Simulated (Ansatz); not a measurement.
`[SH][SnH]([Cl])[Cl]` + H₂ → `[Cl][SnH2][Cl]` + H₂S at 500 K and 1 bar (hydrogenolysis of the Sn–S bond).

Calculated with Ansatz (gas phase, PBE0-D4/def2-TZVP geometries, no zero-point term in ΔE). CCSD(T)/CBS is the MP2 limit (def2-TZVPP, def2-QZVPP) plus CCSD(T) − MP2 in def2-TZVPP, frozen cores. This one scheme is used for every species. def2 core potentials past Kr. For Sn outer-core shells are correlated without core-valence functions, which leaves a few kJ/mol of doubt a bond. One conformer a species, not always the lowest.

| species | CCSD(T)/CBS energy (Eh) | H − E (kJ/mol) | S (J/(mol·K)) |
| --- | --- | --- | --- |
| `[SH][SnH]([Cl])[Cl]` | -1532.67433 | 90.7 | 431.7 |
| H₂ | -1.17544 | 41.0 | 145.5 |
| `[Cl][SnH2][Cl]` | -1134.85982 | 74.1 | 355.6 |
| H₂S | -398.97279 | 57.0 | 224.0 |

H − E and S are ideal-gas, rigid-rotor, harmonic terms from PBE0-D4/def2-TZVP, for one conformer and one mirror image of each species. The MP2-based limit puts H₂ 0.8 mEh under its directly extrapolated value; such offsets cancel only in part. 1 Eh = 2625.50 kJ/mol, R = 8.31446 J/(mol·K).

Question: By hand: ΔE, ΔH, ΔS and ΔG.

Answer: ΔE = (-1134.85982) + (-398.97279) − (-1532.67433) − (-1.17544) = 0.01716 Eh = 45.1 kJ/mol. Δ(H − E) = 74.1 + 57.0 − 90.7 − 41.0 = -0.6, so ΔH = 44.5 kJ/mol. ΔS = 355.6 + 224.0 − 431.7 − 145.5 = 2.4 J/(mol·K). ΔG = 44.5 − 500 × (2.4)/1000 = 43.3 kJ/mol.

Question: By hand: the equilibrium constant, and the temperature at which ΔG would vanish if ΔH and ΔS stayed fixed.

Answer: log₁₀ K = −ΔG/(RT ln 10) = -4.5. ΔG = 0 at ΔH/ΔS = 18542 K, far beyond where these terms or the molecules hold.

The number of gas molecules stays the same, so ΔS is small and ΔH decides. A doubt of 5 kJ/mol in ΔE shifts log₁₀ K by 0.5 here. Other conformers and mirror images would add mixing entropy, several J/(mol·K) or more a flexible species. Modes under 60 cm⁻¹, often nearly free rotors, make the harmonic entropy too high. These are equilibria of isolated gas molecules and say nothing of rates. Largest T1 diagnostic: 0.011 (customary marks: 0.02 for closed shells, 0.045 for open ones).
